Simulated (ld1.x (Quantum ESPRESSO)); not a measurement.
**Transferability test, TM potential for antimony**

| Item | Value |
| --- | --- |
| Element | antimony (Sb) |
| Generator | ld1.x (Quantum ESPRESSO) 7.5 |
| Type | norm-conserving Troullier–Martins (Kleinman–Bylander form) |
| Functional | PBE |
| Relativity | scalar-relativistic |
| Frozen core | [Kr] 4d10 |
| Valence charge | 5 |
| Reference configuration | 5s2 5p3 |
| Partial waves | 5s (bound): rc 2.06 bohr; 5p (bound): rc 1.65 bohr |
| Local potential | all-electron potential smoothed inside 1.05 bohr (lloc = -2) |
| Core correction | a·sin(br)/r model core inside 0.80 bohr |

Energies are relative to the spin-unpolarised reference configuration 5s2 5p3; without spin polarisation the order of configurations can differ from experiment.

| valence configuration | charge | ΔE all-electron (eV) | error AE − PS (meV) |
| --- | --- | --- | --- |
| 5s2 5p2 | +1 | 8.317 | -17 |
| 5s2 5p1 | +2 | 24.285 | -74 |
| 5s2 5p0 | +3 | 48.698 | -162 |
| 5s1 5p4 | 0 | 8.112 | -20 |
| 5s2 5p3.3 | -0.3 | -1.159 | -0.7 |

(1) What are ΔE and the potential's error for 5s2 5p2.5?

(2) What are ΔE and the potential's error for 5s0 5p5?

Levels in the configuration 5s2 5p0:

```
level  all-electron (eV)  pseudo (eV)
   5s            -38.905      -39.136
```

Note: ghost states, extra bound levels that the all-electron valence spectrum of the same l lacks: s at -124.9 eV, d at -19.9 eV, p at -17.4 eV. A true bound ghost makes a file unfit for plane-wave use.

## Answers

(1) ΔE = 3.262 eV all-electron; the error (AE − PS) is -4.1 meV.

(2) ΔE = 16.431 eV all-electron; the error (AE − PS) is -89 meV.
